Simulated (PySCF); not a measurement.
## Distorted geometries of Gd(NO3)3

Gd(NO3)3 (singlet in the valence; each metal's 4f electrons, 7 of them, lie in its core potential, out of spins and levels). PySCF 2.14.0, RKS BP86, Gd lcecp-1-SVP with ECP53, O def2-SVP, N def2-SVP; non-relativistic Hamiltonian with scalar-relativistic core potentials where named; density fitting; no spin-orbit coupling. Relaxed geometry:

```xyz
13

Gd    0.0000    0.0000    0.0000
O     2.0918   -0.1703    1.0810
O     2.0918    0.1703   -1.0810
N     2.8088    0.0000    0.0000
O     4.0090    0.0000    0.0000
O    -0.8984    1.8967    1.0810
O    -1.1934    1.7264   -1.0810
N    -1.4044    2.4325    0.0000
O    -2.0045    3.4719    0.0000
O    -1.1934   -1.7264    1.0810
O    -0.8984   -1.8967   -1.0810
N    -1.4044   -2.4325    0.0000
O    -2.0045   -3.4719    0.0000
```

Order these distorted geometries by energy above the relaxed one, lowest first.
A.
```xyz
13

Gd    0.0076   -0.0284   -0.0782
O     2.1100    0.0092    1.1077
O     2.0566    0.1083   -0.8797
N     2.7006    0.0223   -0.1381
O     4.1052    0.0629   -0.1517
O    -0.9047    1.8787    0.9564
O    -1.2233    1.6764   -1.0916
N    -1.2157    2.3195   -0.0325
O    -2.0060    3.6024    0.0966
O    -1.2619   -1.7738    1.3100
O    -0.9732   -1.9496   -0.9951
N    -1.4322   -2.5134   -0.0565
O    -1.9630   -3.4146   -0.0474
```
B.
```xyz
13

Gd    0.1452   -0.0993   -0.0849
O     2.0678   -0.1104    1.1897
O     1.9880    0.3390   -1.1143
N     3.0596   -0.0913    0.1540
O     4.0358   -0.1235   -0.0747
O    -0.9411    1.9399    0.9231
O    -1.4169    1.6873   -1.2884
N    -1.3478    2.4581   -0.0778
O    -2.0910    3.4921    0.0821
O    -1.2224   -1.8455    0.9881
O    -0.8149   -1.7400   -1.0200
N    -1.3589   -2.3250    0.0537
O    -2.1034   -3.5812    0.2695
```
C.
```xyz
13

Gd   -0.1677    0.1967    0.1205
O     2.1024   -0.2172    1.0981
O     2.1313    0.1938   -1.1485
N     3.0157    0.1391   -0.0249
O     3.8492   -0.1149   -0.0572
O    -0.8854    2.0260    0.9865
O    -1.1321    1.5442   -1.0437
N    -1.4284    2.4675   -0.0669
O    -2.0961    3.4192    0.2046
O    -1.0033   -1.6027    1.1505
O    -0.9101   -2.0777   -1.1200
N    -1.3706   -2.4674   -0.0855
O    -2.1049   -3.5065   -0.0135
```

B (9.26 eV), A (10.90 eV), C (14.12 eV).

Which forces (eV/Å) act in the one that lies 9.26 eV up?


```
Gd   -0.82   3.79  -0.31
O     4.53  -0.91  -0.18
O     2.45  -0.98   1.31
N   -33.02   3.16   3.20
O    27.10  -1.55  -3.99
O     3.64  -3.37   3.23
O     1.77   1.08   3.13
N    -6.86   3.04  -4.01
O     2.40  -1.86  -1.86
O     3.88  11.93  20.05
O    -1.25  -2.73  -1.80
N    -6.36 -15.33 -15.23
O     2.56   3.71  -3.55
```
Forces carry noise of the integration grid, about 0.01 to 0.03 eV/Å.

An lcecp potential fixes the number of 4f electrons, so in runs with it no electron can move into or out of that shell.
